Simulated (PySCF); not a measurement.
# Correlation energy of Mg⁺ (magnesium, charge +1)

[Ne] 3s1, 2S determinant. All numbers are calculated (PySCF 2.14, the non-relativistic Hamiltonian (point nucleus), in aug-cc-pCVTZ). Frozen: 1s2; 9 electrons correlated.

| level | correlation energy (mhartree) |
| --- | --- |
| CCSD | -267.18 |
| (T) | -2.14 |
| CCSD(T) | -269.32 |

Diagnostics: T1 = 0.0040, D1 = 0.0134, largest double amplitude 0.017.

Is a single reference adequate?

Yes: T1 lies below 0.03 and no double amplitude reaches 0.07.
